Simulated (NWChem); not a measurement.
System: C2H6O2Si; SMILES CC(O[SiH3])=O

The following NWChem deck was run.

```
start job
memory heap 200 mb stack 900 mb global 1100 mb
geometry units angstroms noautosym nocenter noautoz
  Si     0.027343     1.721976    -0.001019
  O      0.750270     0.162472     0.001212
  C     -0.087948    -0.883377     0.001212
  C      0.621616    -2.202009     0.001969
  O     -1.284117    -0.730343     0.000495
  H     -0.780033     1.925179     1.230829
  H      1.206654     2.627997    -0.001958
  H     -0.779532     1.921842    -1.233715
  H     -0.107190    -3.019723     0.003837
  H      1.273782    -2.269793     0.885085
  H      1.270903    -2.271919    -0.883176
end
basis spherical
  * library pcsseg-1
end
dft
  xc pbe0
  iterations 150
end
property
  shielding 9 1 2 3 4 5 6 7 9 10
end
task dft property
```

All runs use the structure optimised with PBE0/def2-SVP.

GIAO values for the isolated, static molecule; σ is the absolute isotropic shielding, δ = σ(reference) − σ with the isolated reference molecule computed at the same levels (13C: tetramethylsilane, 1H: tetramethylsilane, 17O: water, 29Si: tetramethylsilane).

Atoms are numbered as in the input.

Problem. What results follow from this input? (PBE0/pcSseg-1, GIAO.) Quantities: δ Si1 (ppm); δ O2 (ppm); δ C3 (ppm); δ C4 (ppm); δ O5 (ppm); δ H6 (rotor mean) (ppm); δ H9 (rotor mean) (ppm).

Solution. 
```json
{
  "δ Si1 (ppm)": "-34.2",
  "δ O2 (ppm)": "200.9",
  "δ C3 (ppm)": "177.7",
  "δ C4 (ppm)": "22.2",
  "δ O5 (ppm)": "471.5",
  "δ H6 (rotor mean) (ppm)": "4.74",
  "δ H9 (rotor mean) (ppm)": "2.07"
}
```
